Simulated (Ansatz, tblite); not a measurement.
Cost and result up the ladder for the cluster TiS3⁻ (the lowest doublet isomer of a short search) (4 atoms). Total charge -1; doublet. Geometry: PBE0-D4/def2-SVPD.

```
atom   x (Å)   y (Å)   z (Å)
 Ti1   0.025   0.021  -0.042
  S2  -0.971   1.893   0.401
  S3   1.900  -0.460   0.929
  S4  -0.955  -1.455  -1.288
```

Ansatz on 4 threads of AMD EPYC 7R43 on a shared host; xTB runs through tblite on one thread. Times are rough, summed over both states, and most runs start from the orbitals of an earlier one. ωB97M-V/def2-TZVPD serves as the yardstick here, not as an exact answer. Differences are given only for rows in sets of like size (and for xTB, whose basis is part of the method), since another set adds its own error. The other state is a quartet at its own geometry.

The xTB rows come from tblite. HSE06 is defined as in plane-wave codes, on full-range PBE exchange. Correlated methods freeze 20 core orbitals; core or outer-core shells of Ti are correlated, in sets that lack core-valence functions. The rows differ in basis, and correlated rows in double-zeta sets carry the largest basis error. In CCSD on the charge -1 doublet the largest single amplitude is 0.20, so its Hartree–Fock determinant may place the open shell otherwise than the density functionals do. HOMO above LUMO, or a gap near zero within one spin, warns that the state may not be the lowest or that an electron is smeared out. The structure comes from a short search, and lower isomers may exist.

Run but left out: HF/STO-3G (doublet: a determinant that CCSD turns far, T1 0.070); HF/def2-SVPD, HF/def2-TZVPD, PBE-QIDH/def2-TZVPD, MP2/def2-SVPD, MP2/def2-TZVPD (doublet: ⟨S²⟩ 0.95 to 1.30, where a pure state has 0.75).

Correlated methods converge slowly with the basis, most of all in double-zeta sets.

xTB has no spin-polarisation term.

| level | functions | quartet − doublet (eV) | difference from ωB97M-V/def2-TZVPD (eV) | remarks |
| --- | --- | --- | --- | --- |
| RPA@PBE/def2-TZVPD | 186 | 1.80 | 0.34 | – |
| CAM-B3LYP-D4/def2-TZVPD | 186 | 1.40 | -0.07 | – |
| HSE06-D4/def2-TZVPD | 186 | 1.66 | 0.20 | – |
| GFN2-xTB | 36 | 1.46 | 0.00 | – |
| PBE-D4/def2-TZVPD (with forces) | 186 | 2.09 | 0.63 | HOMO above zero (quartet), gap within one spin near zero (quartet) |
| PBE0-D4/def2-TZVPD | 186 | 1.64 | 0.18 | – |
| r2SCAN-D4/def2-TZVPD | 186 | 1.90 | 0.43 | – |
| GFN1-xTB | 36 | 2.03 | 0.57 | – |
| ωB97M-V/def2-TZVPD | 186 | 1.46 | 0.00 | – |
| CCSD(T)/def2-SVPD | 115 | 1.68 | – | large T1 (0.070) (doublet), spin-contaminated (⟨S²⟩ 1.30) (doublet), spin-contaminated (⟨S²⟩ 3.87) (quartet) |
| BHLYP-D4/def2-TZVPD | 186 | 1.01 | -0.45 | spin-contaminated (⟨S²⟩ 0.84) (doublet) |

Problem. Estimate how long each takes.

Solution. GFN1-xTB 0.023 s; GFN2-xTB 0.034 s; PBE-D4/def2-TZVPD (with forces) 14 s; RPA@PBE/def2-TZVPD 17 s; PBE0-D4/def2-TZVPD 24 s; HSE06-D4/def2-TZVPD 26 s; r2SCAN-D4/def2-TZVPD 30 s; CAM-B3LYP-D4/def2-TZVPD 35 s; BHLYP-D4/def2-TZVPD 44 s; CCSD(T)/def2-SVPD 76 s; ωB97M-V/def2-TZVPD 1.8 min. On shared hardware such times vary by a factor of up to 3.
